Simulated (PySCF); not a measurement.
1-bromo-1-fluorocyclopropane (C3H4BrF), SMILES FC1(Br)CC1. Atoms are numbered in the order given.

```xyz
9

F     -1.5258     1.0419     0.0000
C     -0.2059     0.7464     0.0000
Br     0.0845    -1.1677     0.0000
C      0.7036     1.6381     0.7653
C      0.7036     1.6381    -0.7653
H      1.5557     1.1958     1.2859
H      0.2281     2.4824     1.2725
H      1.5557     1.1958    -1.2859
H      0.2281     2.4824    -1.2725
```

Geometry optimised at B3LYP-D3(BJ)/def2-SVP.

Method: PBE/def2-TZVP (PySCF).

The molecule is in vacuum.

| Item | Value |
|---|---|
| total energy | -2790.13591 hartree |
| point group | Cs |
| highest occupied level | -6.49 eV |
| lowest empty level | -1.35 eV |
| orbital gap | 5.14 eV |
| dipole moment | 2.13 D |
| quadrupole, principal values (traceless, Buckingham form, about the centre of nuclear charge) | -3.14, -0.22, 3.36 D·Å |
| mean static polarisability | 55.7 bohr³ (8.26 Å³) |
| polarisability, principal values | 48.1, 49.5, 69.6 bohr³ |
